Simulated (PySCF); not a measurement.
**Simulated characterisation data**

- NMR shieldings at PBE0/pcSseg-1/GIAO
- GFN2-xTB geometry
- program: PySCF 2.14.0 with density-fitted response routines
- non-relativistic, one conformer, in vacuum, averaged over atoms made equivalent by symmetry, fast rotation or ring inversion

References, each an isolated molecule treated in the same way: TMS for $^{1}$H and $^{13}$C. Where no couplings were computed, multiplicities follow the n + 1 count of equivalent neighbours, and m marks all less simple cases (inequivalent or close neighbours, rings, F or P nearby). Shifts are as computed. Against solution values, carbons near 30 ppm lie about +3 ppm off and those near 130 ppm about +5 ppm. Of 1211 compounds with measured shifts, 218 miss one by over three times the rms of a fit or turn the order of signals round; such compounds aren't used in these exercises. OH and NH positions are gas-phase values without hydrogen bonding to other molecules.

Compound 1 (C9H10O). $^{1}$H NMR (600 MHz, computed): δ 7.49 (s, 1H), 7.40 (m, 1H), 7.40 (m, 1H), 4.76 (s, 2H), 3.31 (m, 2H), 3.28 (m, 2H), 0.02 (br s, 1H). $^{13}$C{$^{1}$H} NMR (computed): δ 152.3, 151.1, 147.3, 131.8, 129.8, 127.9, 73.1, 30.5, 30.3. Structure: `OCc1ccc2c(c1)CC2`.

Compound 2 (C9H14). $^{1}$H NMR (600 MHz, computed): δ 2.22 (s, 3H), 2.15 (q, 2H), 2.13 (s, 3H), 1.91 (s, 3H), 0.95 (t, 3H). $^{13}$C{$^{1}$H} NMR (computed): δ 152.9 (C), 119.1 (C), 96.9 (C), 88.1 (C), 30.9 (CH2), 25.8 (CH3), 21.2 (CH3), 14.5 (CH3), 5.8 (CH3). Structure: `InChI=1S/C9H14/c1-5-7-9(4)8(3)6-2/h6H2,1-4H3/b9-8+`.
